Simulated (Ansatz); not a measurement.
Isolated molecules relaxed with PBE0-D4/def2-TZVP in Ansatz; ΔE leaves out vibrations. CCSD(T)/CBS adds triple-zeta CCSD(T) − MP2 to the extrapolated MP2 energy (def2 sets, frozen cores). This one scheme is used for every species. DFT in def2-TZVPP. B3LYP here is the variant with VWN-RPA as its local correlation; programs differ in this. HSE06 is defined as in plane-wave codes. For Ga outer-core shells are correlated without core-valence functions, which leaves a few kJ/mol of doubt a bond. Scalar relativity is left out up to krypton. Each species was taken in one conformer, which may not be the lowest.

Reaction (ligand exchange at a Ga–C bond): `C[Si](C)(C)[CH2][Ga]([Cl])[Cl]` + H–F → `[F][Ga]([Cl])[Cl]` + `C[Si](C)(C)C`

```tsv
level	ΔE (kJ/mol)	difference from CCSD(T)/CBS
revPBE-D4	-42.5	-4.1
BLYP-D4	-51.1	-12.7
PBE0-D4	-43.0	-4.6
r2SCANh-D4	-54.4	-16.0
HSE06-D4	-43.0	-4.6
BHLYP-D4	-52.1	-13.7
CAM-B3LYP-D4	-57.7	-19.3
ωB97X-V	-57.7	-19.3
BLYP	-76.6	-38.2
PBE0	-55.8	-17.4
B3LYP	-72.1	-33.7
r2SCAN0	-57.8	-19.4
BHLYP	-73.2	-34.8
HF/def2-SVP	-89.5	-51.1
HF/def2-TZVPP	-86.8	-48.4
HF/CBS(def2)	-89.8	-51.4
CCSD(T)/CBS	-38.4	0
```

Largest T1 diagnostic among the species: 0.012.

From BLYP to BHLYP (50 % exact exchange), in def2-TZVPP and without D4, ΔE moves by +3.4 kJ/mol. Leaving LDA and LC-ωPBE aside and taking each functional with its dispersion term where it has one, the values, not all of them listed here, spread over 21.8 kJ/mol, from B97M-V to revPBE-D4. LDA lies +17.6 kJ/mol from PBE without D4.

CCSD(T)/CBS has its own doubt, a few kJ/mol and more with outer-core shells, so smaller differences from it don't rank the levels.
